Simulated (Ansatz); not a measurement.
# Four-centre ligand exchange

Start structure (BSiH5Cl2, singlet), relaxed at PBE0-D4/def2-TZVP:

```
atom    x (Å)    y (Å)    z (Å)
  B1  -1.2996   0.5968  -1.5820
  H2  -0.6182   0.2946  -2.5050
 Cl3  -2.4349  -0.5475  -0.9400
 Cl4  -1.1695   2.1879  -0.9017
  H5   1.0046  -0.4828  -0.2922
 Si6   1.1039  -0.5060   1.1911
  H7   2.2528   0.3331   1.6142
  H8   1.3123  -1.9048   1.6419
  H9  -0.1514   0.0287   1.7736
```

The step: BHCl₂ ([Cl][BH][Cl]) + SiH₄ → BSiH₃Cl₂ ([SiH3][B]([Cl])[Cl]) + H₂; bonds formed: B1–Si6, H2–H5; bonds broken: B1–H2, H5–Si6. Ansatz 0.2.0; basis: def2-TZVPP and def2-QZVPP; cores frozen in the correlated methods. Extrapolation: Hartree–Fock as exp(−7.88 √X), correlation as X^−2.97. Energies below are by CCSD(T) at an estimated basis limit (MP2 extrapolated from triple and quadruple zeta, plus CCSD(T) − MP2 in triple zeta).

**Question.** What are the electronic barrier and the energy of the step, from the start structure to the end structure? (To be estimated.)

**Answer.** Computed: Barrier 32.36 kcal/mol; step energy 9.31 kcal/mol (uphill); reverse barrier, their difference, 23.04 kcal/mol. Barrier and step energy count from the start structure, the reverse barrier from the end structure.

The saddle point: One imaginary mode of 830i cm⁻¹.
```tsv
pair	start (Å)	saddle (Å)	end (Å)
B1–Si6	3.83	2.11	2.02
H2–H5	2.85	1.02	0.75
B1–H2	1.19	1.30	3.20
H5–Si6	1.49	2.01	3.49
```

Zero-point energy (harmonic, PBE0-D4): ZPE is 29.37 kcal/mol at the start and 30.01 kcal/mol at the saddle, so the barrier goes from 32.36 to 32.99 kcal/mol.

No T1 diagnostic of these runs exceeds 0.013. The start structure is not quite a true minimum (one mode of 30i cm⁻¹).

Labels in which every atom is bracketed show which atoms are joined, not bond orders.

For scale, one of the runs: CCSD(T)/def2-TZVPP, 227 basis functions, launched by `ansatz run in.yaml --threads 4 --pin off --events-out ev --progress --plain --max-ram 9574MiB`. Hardware: 4 CPU threads of an Arm Neoverse V1, shared host. Wall time 66 s; peak host memory 3.4 GiB.
